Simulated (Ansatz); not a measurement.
```yaml
atoms:
  - { symbol: Nb, position_ang: [0.0000, 0.0000, 0.0000] }
  - { symbol: Nb, position_ang: [0.0000, 0.0000, 2.0800] }
```

Basis set: def2-SVP (spherical functions, with the set's core potentials past Kr). Charge 0, multiplicity 3.

Computed with Ansatz (development build ahead of 0.2.0); each method stands on the lowest determinant of its kind that the runs found. Restricted functionals stand beside restricted open-shell atoms, which can lie above the unrestricted atoms usual in DFT and then raise those values.

The atomization energy at this shape (free ground-state atoms in the same class of orbitals less the molecule, no zero-point energy) of triplet Nb₂:

```
                      method  atomization energy
         PBE0 (unrestricted)        313.8 kJ/mol
PBE0 (restricted open-shell)        316.7 kJ/mol
                         UHF       -197.8 kJ/mol
```

Task: What does ROHF give?

Result: -308.9 kJ/mol. Caution: another spin multiplicity may lie lower. Caution for UHF, ROHF: the molecule lies well above its atoms at this level. Caution for UHF: the unrestricted determinant is a mixture of spin states. Caution for ROHF: an unrestricted determinant lies well below; no wide search was run, a lower solution can exist.
